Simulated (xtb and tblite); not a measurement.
Conformational energy of SMILES [SiH2](c1ccncc1)c1sccc1. Scanned: dihedral S3–C4–Si5–C6 and dihedral C4–Si5–C6–C7; all other coordinates were relaxed at GFN2-xTB. Points at φ and −φ are mirror images.

Atom numbering (GFN2-xTB optimised geometry, Å):
```
21

C      3.2813     0.3253    -0.8102
C      4.0524    -0.3408     0.0874
S      3.1075    -1.2171     1.2223
C      1.6306    -0.6809     0.4829
Si    -0.0200    -1.2451     1.1657
C     -1.3503    -0.2279     0.2900
C     -2.3744    -0.8220    -0.4399
C     -3.3231    -0.0227    -1.0575
N     -3.3149     1.2976    -0.9929
C     -2.3477     1.8729    -0.2979
C     -1.3537     1.1635     0.3550
C      1.9034     0.1284    -0.5827
H      3.6775     0.9338    -1.6036
H      5.1218    -0.3723     0.1560
H     -0.0723    -0.9821     2.6087
H     -0.2264    -2.6713     0.8906
H     -2.4301    -1.8967    -0.5263
H     -4.1308    -0.4558    -1.6344
H     -2.3763     2.9551    -0.2678
H     -0.5862     1.6855     0.9077
H      1.1316     0.5725    -1.1872
```

Method: GFN2-xTB run with xtb and tblite.

Energy in kcal/mol above the lowest grid point; x is the dihedral S3–C4–Si5–C6 (°), y the dihedral C4–Si5–C6–C7 (°).

```
y \ x  -150  -120  -90  -60  -30    0   30   60   90  120  150  180
-----  ----  ----  ---  ---  ---  ---  ---  ---  ---  ---  ---  ---
180     1.0   0.4  0.4  0.4  1.0  1.5  1.0  0.4  0.4  0.4  1.0  2.1
150     1.8   1.0  0.6  0.4  0.6  1.1  1.0  0.5  0.5  0.4  0.1  0.9
120     0.7   1.1  0.8  0.6  0.5  0.6  0.6  0.4  0.6  0.7  0.2  0.0
90      0.4   0.9  0.9  0.6  0.6  0.7  0.6  0.6  0.9  0.9  0.4  0.0
60      0.2   0.7  0.6  0.4  0.6  0.6  0.6  0.6  0.9  1.1  0.8  0.0
30      0.1   0.4  0.5  0.5  1.0  1.1  0.6  0.4  0.6  1.0  1.8  1.0
0       1.1   0.4  0.4  0.4  1.0  1.5  1.0  0.4  0.4  0.4  1.1  2.1
-30     1.8   1.0  0.6  0.4  0.6  1.1  1.0  0.5  0.5  0.4  0.1  1.0
-60     0.8   1.1  0.9  0.6  0.6  0.6  0.6  0.4  0.6  0.7  0.2  0.0
-90     0.4   0.9  0.9  0.6  0.6  0.7  0.6  0.6  0.9  0.9  0.4  0.0
-120    0.2   0.7  0.6  0.4  0.6  0.6  0.5  0.6  0.8  1.1  0.7  0.0
-150    0.1   0.4  0.5  0.5  1.0  1.1  0.6  0.4  0.6  1.0  1.8  0.9
```

The six lowest points that lie below all their neighbours on the grid: x = 180, y = -120 (0.0 kcal/mol); x = 180, y = 120 (0.0 kcal/mol); x = 180, y = -60 (0.0 kcal/mol); x = 180, y = 60 (0.0 kcal/mol); x = -60, y = -120 (0.4 kcal/mol); x = 60, y = 120 (0.4 kcal/mol). The lowest path on the grid from the first to the second passes x = 0, y = -60 at 0.6 kcal/mol.
